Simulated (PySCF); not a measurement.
NbS₂⁻: from structure and modes to constants

All numbers come from UPBE0 in PySCF with Nb def2-SVPD with ECP28, S def2-SVPD; scalar-relativistic core potentials, no spin–orbit coupling; density-fitted integrals.

The triplet minimum has C2v symmetry. Masses (u): Nb 92.90638, S 31.97207.

```xyz
3
charge -1 multiplicity 3, angstrom
Nb   -0.4364    0.0000    0.0000
S     0.6311    0.0000    1.9343
S     0.6311    0.0000   -1.9343
```

Harmonic wavenumbers (cm⁻¹): 122.1 (a1, ×1), 486.5 (a1, ×1), 498.3 (b2, ×1).

Question: Find the vibrational entropy and heat capacity at 298.15 K.

Answer: With u = 1.43878 ω/T, each mode gives S = R[u/(eᵘ−1) − ln(1−e⁻ᵘ)] and C = R u² eᵘ/(eᵘ−1)².
```tsv
ω (cm⁻¹)	u	S (J/(mol K))	C (J/(mol K))
122.1	0.589	12.83	8.08
486.5	2.348	2.90	5.36
498.3	2.404	2.77	5.25
```
The sums over all modes are S = 18.5 and C = 18.7 J/(mol K); the softest mode gives 69 % of the entropy.

Question: Give the standard entropy (298.15 K, 1 bar) by its translational, rotational, vibrational and spin parts, and Cp.

Answer: Sackur–Tetrode with M = 156.85 u gives 171.9; rotation with symmetry number 2 gives 104.6; vibration 18.5; spin R ln 3 = 9.1. The total is 304.2 J/(mol K), and Cp = 4 R + 18.7 = 51.9 J/(mol K).

This need not be the most stable arrangement of these atoms. Other spin states or occupations of the open shell can lie lower. The lowest empty level of this anion is unbound, so it and the gap depend on the basis.
